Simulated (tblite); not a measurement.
Species: C5H6F3Si (doublet state).
Z-matrix (Å and degrees, GFN2-xTB geometry), rows numbered from 1:
```
C 
C   1  1.3402
C   2  1.4914  1  122.21
Si  3  1.9109  2  107.45  1    94.69
C   2  1.4549  1  119.11  3   177.50
F   5  1.3542  2  115.67  1     4.79
C   5  1.3374  2  129.86  1  -177.04
F   7  1.3306  5  126.12  2     2.80
F   7  1.3291  5  124.03  2  -178.44
H   1  1.0750  2  122.19  3  -176.42
H   1  1.0750  2  120.84  3     3.52
H   3  1.0870  2  111.70  1  -142.81
H   3  1.0893  2  108.92  1   -24.08
H   4  1.4575  3  111.78  2   -63.72
H   4  1.4534  3  115.04  2    67.67
```

All values are computed: GFN2-xTB (tblite) harmonic vibrations without scaling, gas phase. This tight-binding method is rough: wavenumbers can miss measured ones by several per cent, in bad cases by 10 to 20. Modes of hydrogen on silicon can be 10 to 20 % off. One conformer, not necessarily the lowest. Open shells enter through the occupations alone, without spin polarisation, and single modes of such species can be off by tens of per cent.

Harmonic wavenumbers (cm⁻¹): 36.0, 81.0, 100.8, 132.4, 148.2, 185.4, 278.2, 327.9, 367.9, 373.1, 434.7, 474.4, 486.2, 513.6, 519.4, 576.4, 676.2, 692.1, 747.1, 761.0, 810.4, 854.8, 954.0, 1042.5, 1080.4, 1142.8, 1193.7, 1199.7, 1311.5, 1405.5, 1471.4, 1619.7, 1721.9, 2314.5, 2351.1, 3001.8, 3026.5, 3124.7, 3155.9.

A = 1770, B = 1089, C = 752.0 MHz; mass 151.019 u (most abundant isotopes); point group C1, symmetry number 1; spin multiplicity 2.

Question: What is the zero-point energy?

Answer: ½Σν̃ = 20347 cm⁻¹ = 243.41 kJ/mol.

Question: Entropy at 400 K, 1 bar (ideal gas, RRHO, classical rotation)?

Answer: Translation 177.54, rotation 128.28, vibration 176.25, spin (R ln 2) 5.76: S = 487.8 J/(mol K).

Question: And Cp and H(400 K) − H(0)?

Answer: Cp = 199.61 J/(mol K), of which vibrations give 166.36 (their classical limit is 39 R = 324.3); H(400 K) − H(0) = 49.37 kJ/mol without the zero-point energy, 36.07 from vibrations.

Question: What must be added to the electronic energy to get the Gibbs energy at 400 K and 1 bar?

Answer: ZPE + [H(400 K) − H(0)] − T·S = 243.41 + 49.37 − 195.13 = 97.65 kJ/mol.

Question: Which modes carry the vibrational entropy at 400 K?

Answer: 36.0 cm⁻¹: 25.32; 81.0 cm⁻¹: 18.60; 100.8 cm⁻¹: 16.80; 132.4 cm⁻¹: 14.56; 148.2 cm⁻¹: 13.64; 185.4 cm⁻¹: 11.84 J/(mol K); the other 33 give 75.50 together.

Question: How do the functions run with temperature in this model?

Answer: 
| T (K) | S (J/(mol K)) | Cp (J/(mol K)) | H − H(0) (kJ/mol) | G − H(0) (kJ/mol) | ln q(vib) |
| --- | --- | --- | --- | --- | --- |
| 50 | 257.4 | 57.0 | 2.15 | -10.72 | 0.64 |
| 100 | 304.6 | 81.3 | 5.62 | -24.84 | 1.95 |
| 298.15 | 434.0 | 167.1 | 30.63 | -98.77 | 7.54 |
| 373.15 | 474.2 | 191.8 | 44.12 | -132.85 | 9.62 |
| 500 | 535.2 | 224.5 | 70.63 | -196.95 | 13.01 |
| 750 | 634.9 | 266.7 | 132.51 | -343.70 | 19.13 |
| 1000 | 715.5 | 292.7 | 202.68 | -512.84 | 24.54 |

q(vib) and H(0) count from the zero-point level.

Question: Blend soft modes into free rotors: weight 1/[1 + (100 cm⁻¹/ν̃)⁴] for the oscillator and the rest for a rotor with moment μB/(μ + B), μ = h/(8π²ν), B = 10⁻⁴⁴ kg m². What vibrational entropy results?

Answer: 162.45 J/(mol K) in place of 176.25, which changes −T·S at 400 K by +5.52 kJ/mol.

Hindered rotation and anharmonicity are outside this model. Other conformers, if any are populated, would add a mixing term that is left out. The structure is chiral; the term R ln 2 for an equal mix with its mirror image is left out.

Time: 0.5 s of wall time. Hardware: Arm Neoverse V2, one thread, shared host with 96 logical CPUs at a one-minute load of 74. The figure is for the frequency step alone.
